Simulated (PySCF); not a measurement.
## One molecule, a ladder of functionals, a line

Molecule: `InChI=1S/C2H10OSi2/c1-4-3-5-2/h4-5H2,1-2H3`.

Geometry:
```tsv
atom	x (Å)	y (Å)	z (Å)
C1	-1.827	1.008	0.313
Si2	-1.466	-0.717	0.941
O3	0.072	-1.187	0.542
Si4	1.392	-1.086	-0.456
C5	1.917	0.694	-0.693
H6	-2.856	1.304	0.573
H7	-1.728	1.060	-0.783
H8	-1.139	1.745	0.756
H9	-2.443	-1.684	0.352
H10	-1.587	-0.757	2.429
H11	2.497	-1.867	0.172
H12	1.062	-1.695	-1.783
H13	2.149	1.168	0.274
H14	1.126	1.283	-1.183
H15	2.820	0.747	-1.323
```

GIAO shieldings (ppm, equivalent atoms averaged) in PySCF 2.14.0 with density-fitted response routines on the PBE0-D3(BJ)/def2-SVP geometry, basis pcSseg-1, gas phase, non-relativistic:

| functional | exact exchange (%) | σ(Si2/Si4) | σ(O3) |
| --- | --- | --- | --- |
| BLYP | 0 | 347.3 | 289.3 |
| BP86 | 0 | 351.7 | 294.6 |
| PBE | 0 | 352.1 | 293.7 |
| B3LYP | 20 | 360.5 | 298.8 |
| PBE0 | 25 | 368.5 | 304.1 |
| BHandHLYP | 50 | 380.8 | 309.1 |
| HF | 100 | 417.5 | 322.0 |

(1) Fit each shielding as a line in the percentage of exact exchange.

(2) What does the line predict for mPW1PW91 (25 %), and what does the run give?

## Answers

(1) σ(Si2/Si4) = 349.8 + 0.67 x (rms 2.2 ppm); σ(O3) = 293.4 + 0.30 x (rms 2.1 ppm). The functionals also differ in their semilocal parts, which the line can't hold; Hartree–Fock has no correlation at all.

(2) σ(Si2/Si4): 366.6 predicted, 368.0 computed; σ(O3): 300.9 predicted, 305.0 computed ppm.
